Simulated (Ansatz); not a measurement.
The geometry has C3 symmetry (within 0.05 Å) and had no frequency check at the DFT level, so a distortion to lower symmetry isn't ruled out.

B3LYP has the VWN-RPA correlation part, as in Gaussian. 

C₄H₁₂GeO₃, SMILES `C[C](C)(C)[Ge]([OH])([OH])[OH]` (charge 0, multiplicity 1)

Computed with B3LYP-D3(BJ)/def2-TZVP // B3LYP-D3(BJ)/def2-SVP in Ansatz (a first-principles code).

```json
{
 "HOMO": "-7.58 eV",
 "dipole_moment": "0.060 e·Å",
 "LUMO": "-0.22 eV",
 "HOMO–LUMO gap": "7.36 eV",
 "vertical ionisation energy (Delta-SCF)": "9.52 eV",
 "total_energy": "-2462.6693 Ha"
}
```

```xyz
20

C     -1.3955     0.0352     1.1873
C     -0.6139    -0.0957    -0.1276
C     -1.0572     0.9705    -1.1393
C     -0.7598    -1.5063    -0.7158
Ge     1.2814     0.1995     0.2666
O      1.8792    -0.9428     1.5029
O      1.5721     1.8512     0.8817
O      2.2944    -0.0136    -1.1892
H     -1.0652    -0.7096     1.9285
H     -1.2723     1.0360     1.6304
H     -2.4732    -0.1236     1.0047
H     -0.4805     0.9014    -2.0750
H     -2.1246     0.8352    -1.3889
H     -0.9312     1.9871    -0.7346
H     -1.8196    -1.7112    -0.9498
H     -0.4161    -2.2754    -0.0062
H     -0.1809    -1.6168    -1.6462
H      2.6641    -1.4122     1.1888
H      2.0494     1.8278     1.7224
H      2.8494     0.7637    -1.3408
```
Charge 0, spin multiplicity 1.
